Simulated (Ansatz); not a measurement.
Relaxation of C₃H₁₁MgN (16 atoms, charge 0, multiplicity 1), to a largest force component of 0.03 eV/Å in at most 50 steps.

Theory: Ansatz 0.2.0, RKS B3LYP/def2-SVP.

```xyz
16
Properties=species:S:1:pos:R:3
Mg -0.918 0.444 0.693
H 1.816 -0.118 1.846
C -2.185 1.305 2.116
H 1.576 -0.173 1.182
N 0.321 -0.332 -0.771
C 0.628 -1.730 -0.943
C 0.851 0.472 -1.845
H -2.216 0.721 3.053
H -1.859 2.327 2.379
H -3.220 1.381 1.740
H 0.201 -2.167 -1.876
H 0.241 -2.338 -0.103
H 1.726 -1.922 -0.996
H 0.447 0.201 -2.849
H 0.631 1.546 -1.695
H 1.960 0.385 -1.932
```

**Question.** Where does it end, and by what steps?

**Answer.** The run converged. The force dipped under the threshold on the way, but the program's further checks kept it going. After 16 steps the energy has fallen by 0.245 eV; H2 moved furthest, 1.10 Å.

```tsv
step	energy less start (eV)	largest force component (eV/Å)	accepted
0	0.0000	2.430	yes
1	-0.2003	0.470	yes
2	-0.2315	0.109	yes
3	-0.2343	0.040	yes
4	-0.2351	0.021	yes
5	-0.2358	0.025	yes
6	-0.2363	0.096	yes
7	-0.2370	0.127	yes
8	-0.2384	0.236	yes
9	-0.2383	0.253	no
10	-0.2402	0.057	yes
11	-0.2414	0.048	yes
12	-0.2428	0.101	yes
13	-0.2432	0.184	yes
14	-0.2441	0.076	yes
15	-0.2445	0.010	yes
16	-0.2447	0.005	yes
```

```xyz
16
Properties=species:S:1:pos:R:3
Mg -1.053 0.449 0.593
H 2.837 -0.099 1.437
C -2.372 1.262 2.001
H 2.213 -0.119 0.997
N 0.163 -0.296 -0.702
C 0.413 -1.711 -0.868
C 0.896 0.485 -1.674
H -2.401 0.661 2.927
H -2.079 2.286 2.291
H -3.406 1.317 1.616
H 0.126 -2.084 -1.877
H -0.153 -2.313 -0.134
H 1.486 -1.976 -0.736
H 0.634 0.222 -2.724
H 0.700 1.567 -1.559
H 1.998 0.351 -1.590
```

Whether the end is a true minimum wasn't checked by a vibrational analysis.

Time of the run: 64 s on 4 threads of Arm Neoverse N1, with other jobs on the host, peak memory 0.31 GiB.
